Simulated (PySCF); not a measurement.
**Radial density of Ca⁺ (calcium, charge +1)**

TPSS, [Ar] 4s1, 2S determinant. All numbers are calculated (PySCF 2.14, the spin-free X2C one-electron Hamiltonian (Gaussian nucleus), in x2c-TZVPall).

| r (bohr) | 4πr²ρ (e/bohr) | 4πr²(ρα − ρβ) |
| --- | --- | --- |
| 0.00149 | 0.1757 | 0.0001 |
| 0.00250 | 0.4528 | 0.0002 |
| 0.00421 | 1.148 | 0.0005 |
| 0.00708 | 2.791 | 0.0012 |
| 0.0119 | 6.309 | 0.0027 |
| 0.0200 | 12.57 | 0.0051 |
| 0.0337 | 20.32 | 0.0073 |
| 0.0567 | 23.46 | 0.0052 |
| 0.0954 | 18.50 | -0.0010 |
| 0.160 | 19.00 | 0.0075 |
| 0.270 | 24.52 | 0.0206 |
| 0.454 | 11.70 | 0.0001 |
| 0.763 | 6.518 | 0.0592 |
| 1.28 | 6.410 | 0.0035 |
| 2.16 | 1.229 | 0.1744 |
| 3.63 | 0.3494 | 0.3292 |
| 6.11 | 0.04725 | 0.0472 |
| 10.3 | 0.0001780 | 0.0002 |

Densities and radii are taken from the X2C orbitals without a picture-change correction, which distorts them close to the nucleus.
